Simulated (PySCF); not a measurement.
(E)-1-chloro-3,3-difluoroprop-1-ene (C₃H₃ClF₂), SMILES FC(F)/C=C/Cl. Atoms are numbered in the order given.

```xyz
9

F     -1.9146    -1.5166     0.5855
C     -1.3420    -0.3066     0.8408
F     -2.0090     0.6340     0.1202
C      0.1108    -0.3446     0.4763
C      0.6501     0.5202    -0.3823
Cl     2.3248     0.5078    -0.8213
H     -1.5006    -0.0864     1.9132
H      0.7091    -1.1214     0.9596
H      0.0679     1.3032    -0.8713
```

Geometry optimised at B3LYP-D3(BJ)/def2-SVP. The values are those of a single conformer.

Two levels are set side by side: PBE/pcSseg-1 (PySCF) and KT2/pcSseg-1 (PySCF). GIAO shifts against CFCl3 (¹⁹F), HCl (³⁵Cl), TMS (¹H), TMS (¹³C) at the same level; non-relativistic, no solvent, atoms listed together averaged. Without spin–orbit terms, shifts of atoms bonded to Cl or Br come out too high at both levels. Differences are taken from unrounded values.

```csv
quantity,PBE
δ(¹³C) of C2 (ppm),123.4
δ(¹³C) of C4 (ppm),134.9
δ(¹³C) of C5 (ppm),142.8
δ(³⁵Cl) of Cl6 (ppm),254.8
δ(¹H) of H7 (ppm),6.82
δ(¹H) of H8 (ppm),6.19
δ(¹H) of H9 (ppm),6.91
```

Question: These are the PBE values. What does KT2 give? (The exact figures need the calculation; the answer reports its results.)

Answer: 
| quantity | KT2 | PBE minus KT2 |
|---|---|---|
| δ(¹³C) of C2 (ppm) | 118.8 | 4.6 |
| δ(¹³C) of C4 (ppm) | 127.4 | 7.5 |
| δ(¹³C) of C5 (ppm) | 134.5 | 8.2 |
| δ(³⁵Cl) of Cl6 (ppm) | 238.6 | 16.1 |
| δ(¹H) of H7 (ppm) | 6.72 | 0.10 |
| δ(¹H) of H8 (ppm) | 6.07 | 0.12 |
| δ(¹H) of H9 (ppm) | 6.82 | 0.08 |

Rough cost on one machine, each run with all the roots and properties that it gave: KT2 against PBE within a factor of 2.
